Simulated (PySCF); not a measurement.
## Field gradients at the hydrogen positions

Compound: C₆H₇O₂P.
SMILES with atom numbers: `[CH3:1][C:2](=[O:3])[c:4]1[cH:5][o:6][c:7]([CH3:8])[p:9]1` (hydrogens: H10, H11, H12 on C1; H13 on C5; H14, H15, H16 on C8)

Geometry (GFN2-xTB, Å), atoms numbered from 1 in this order:
```xyz
16
C6H7O2P angstrom
C     -2.8878    0.3471    0.8062
C     -2.0649   -0.5967   -0.0302
O     -2.5446   -1.4873   -0.6953
C     -0.6147   -0.3643    0.0203
C      0.2870   -1.1093   -0.6890
O      1.5585   -0.7833   -0.5237
C      1.7054    0.2450    0.3363
C      3.1020    0.6861    0.6076
P      0.2430    0.8674    0.9856
H     -2.6030    0.2451    1.8524
H     -3.9452    0.1258    0.6903
H     -2.6879    1.3731    0.5019
H      0.0741   -1.9220   -1.3607
H      3.0966    1.5079    1.3179
H      3.5866    1.0119   -0.3129
H      3.6871   -0.1375    1.0170
```

Level: PBE0/pcSseg-1 (PySCF, non-relativistic); Q(2H) = 0.00286 b; rigid geometry, the same for H and D, with no vibrational averaging.

Problem. What are Vzz, η and χzz (234.96 MHz × Q × Vzz) at all hydrogens?

Solution. 
```json
{"atom": "H10", "bonded to": "C1", "bond length (Å)": "1.089", "Vzz (au)": "0.3102", "η": "0.03", "χzz (kHz)": "208"}
{"atom": "H11", "bonded to": "C1", "bond length (Å)": "1.087", "Vzz (au)": "0.3137", "η": "0.01", "χzz (kHz)": "211"}
{"atom": "H12", "bonded to": "C1", "bond length (Å)": "1.089", "Vzz (au)": "0.3104", "η": "0.03", "χzz (kHz)": "209"}
{"atom": "H13", "bonded to": "C5", "bond length (Å)": "1.076", "Vzz (au)": "0.3275", "η": "0.07", "χzz (kHz)": "220"}
{"atom": "H14", "bonded to": "C8", "bond length (Å)": "1.086", "Vzz (au)": "0.3129", "η": "0.05", "χzz (kHz)": "210"}
{"atom": "H15", "bonded to": "C8", "bond length (Å)": "1.090", "Vzz (au)": "0.3082", "η": "0.03", "χzz (kHz)": "207"}
{"atom": "H16", "bonded to": "C8", "bond length (Å)": "1.090", "Vzz (au)": "0.3079", "η": "0.03", "χzz (kHz)": "207"}
```

Problem. How does χzz go with the bond length over the 7 C–H bonds?

Solution. A straight-line fit has a slope of -8.9 kHz for each 0.01 Å, with a correlation coefficient of -1.00, over lengths from 1.076 to 1.090 Å. The longer bonds have the smaller couplings here.

Problem. Give the 2H NMR doublet splittings at H12 for a magnetic field along the z, y and x axes of the gradient: 3χ/2, 3χ(1 + η)/4, 3χ(1 − η)/4.

Solution. With |χ| = 208.6 kHz and η = 0.033: 313, 162 and 151 kHz, to first order and without motion.

One conformer (not necessarily the lowest) at the GFN2-xTB geometry, without solvent, vibrations or thermal averaging. GFN2-xTB bond lengths can be off by several hundredths of an ångström, more for odd bonds, and the gradients follow them. The basis is small and wasn't made for field gradients, so the couplings can be 20 % off.
